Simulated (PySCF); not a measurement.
Frontier levels across methods

CH₅FN₂Si.
SMILES with atom numbers: `[CH2:1]=[N:2][NH:3][SiH2:4][F:5]` (hydrogens: H6, H7 on C1; H8 on N3; H9, H10 on Si4)

Geometry (PBE0-D3(BJ)/def2-SVP, Å), atoms numbered from 1 in this order:
```
atom  x, y, z in Å
C1     1.7797    0.2591    0.1375
N2     1.1241    0.3605   -0.9507
N3    -0.1965    0.1132   -0.9597
Si4   -1.2659   -0.2748    0.3681
F5    -2.7191   -0.3426   -0.3486
H6     1.3354   -0.0314    1.1074
H7     2.8526    0.4679    0.1124
H8    -0.6030    0.2296   -1.8823
H9    -0.9720   -1.5972    0.9838
H10   -1.2767    0.7896    1.4082
```

Basis pcSseg-2 throughout (PySCF), one geometry. Isolated species at its PBE0-D3(BJ)/def2-SVP geometry (one conformer only).

Task: How do the orbital energies, the gap and the dipole change with the method?

Result: 
```csv
method,kind,HOMO (eV),LUMO (eV),gap (eV),μ (D),SCF cycles
BLYP,GGA,-5.75,-1.25,4.49,1.09,15
OPBE,GGA,-5.82,-1.22,4.60,1.02,16
B97-D,GGA,-5.83,-1.27,4.56,1.09,16
PBE,GGA,-5.88,-1.36,4.52,1.07,15
KT3,GGA,-5.89,-1.29,4.59,1.10,16
KT2,GGA,-5.89,-1.33,4.56,1.12,16
BP86,GGA,-5.98,-1.44,4.53,1.08,15
LDA,LDA,-6.07,-1.60,4.47,1.15,15
B97-2,global hybrid,-6.78,-0.39,6.39,1.24,14
B3LYP,global hybrid,-6.84,-0.60,6.24,1.25,14
PBE0,global hybrid,-7.04,-0.34,6.70,1.26,14
mPW1PW91,global hybrid,-7.06,-0.35,6.71,1.26,14
BHandHLYP,global hybrid,-8.10,0.62,8.72,1.46,12
CAM-B3LYP,range-separated hybrid,-8.38,0.71,9.09,1.37,12
wB97X-D,range-separated hybrid,-8.88,1.48,10.36,1.32,13
HF,Hartree–Fock,-9.71,2.74,12.46,1.63,12
LC-wPBE,range-separated hybrid,-9.71,1.90,11.62,1.41,13
```

The HOMO spans 3.97 eV, from BLYP down to LC-wPBE, and the gap runs from 4.47 eV (LDA) to 12.46 eV (HF). Over the methods BLYP (0 %), OPBE (0 %), B97-D (0 %), PBE (0 %), KT3 (0 %), KT2 (0 %), BP86 (0 %), LDA (0 %), B97-2 (21 %), B3LYP (20 %), PBE0 (25 %), mPW1PW91 (25 %), BHandHLYP (50 %), HF (100 %), a straight line through the gap against the share of exact exchange rises by 0.80 eV for each 10 % (correlation coefficient 0.999). The dipole ranges from 1.02 D (OPBE) to 1.63 D (HF). This basis has no diffuse functions.
